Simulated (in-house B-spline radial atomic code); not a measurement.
Results of a calculation; reference values are marked as such.
## Weak and strong correlation along the adiabatic connection

Two-electron singlets in several external potentials (atomic units), by full CI in B-splines with partial waves to l = 8 (correlation energies up to 0.6 % small). The repulsion is scaled by λ at fixed density; W(λ) is the mean repulsion less the Hartree energy, W(0) = E_x, and the area under W from 0 to 1 is E_xc.

Relative drop (W(λ) − E_x)/E_x:

```csv
system,λ = 0.12,λ = 0.25,λ = 0.4,λ = 0.6,λ = 0.8,λ = 1
"ω²r²/2, ω = 3.23",0.0085,0.0173,0.0270,0.0393,0.0507,0.0614
"ω²r²/2 − Z/r, ω = 0.151, Z = -0.5",0.0554,0.1013,0.1410,0.1794,0.2069,0.2276
"−Z/r, Z = 18",0.0010,0.0021,0.0033,0.0050,0.0066,0.0083
"−Z exp(−kr)/r, Z = 3.81, k = 0.36",0.0052,0.0108,0.0169,0.0249,0.0325,0.0399
"−V exp(−r²/w²), V = 1.55, w = 8.94",0.0378,0.0715,0.1032,0.1364,0.1623,0.1830
"−Z/r, Z = 0.5, wall at 4 bohr",0.0243,0.0475,0.0708,0.0972,0.1193,0.1380
"−V exp(−r²/w²), V = 13.8, w = 4.16",0.0141,0.0284,0.0436,0.0620,0.0785,0.0935
```

Question: Order the systems by how far second-order (GL2) theory, half the initial slope (estimated from the first points of each curve), overshoots the correlation energy, least first.
A. ω²r²/2 − Z/r, ω = 0.151, Z = -0.5
B. ω²r²/2, ω = 3.23
C. −V exp(−r²/w²), V = 1.55, w = 8.94
D. −Z/r, Z = 0.5, wall at 4 bohr
E. −Z/r, Z = 18
F. −V exp(−r²/w²), V = 13.8, w = 4.16
G. −Z exp(−kr)/r, Z = 3.81, k = 0.36

Answer: E (GL2/E_c = 1.01), G (GL2/E_c = 1.07), B (GL2/E_c = 1.12), F (GL2/E_c = 1.20), D (GL2/E_c = 1.36), C (GL2/E_c = 1.56), A (GL2/E_c = 1.79).

Question: What else changes along this order?

Answer: The ratio follows the bend of the curve. With it the leading natural occupation goes from 2.000 to 1.807 and −T_c/E_c from 0.99 to 0.55 between the first and the last.
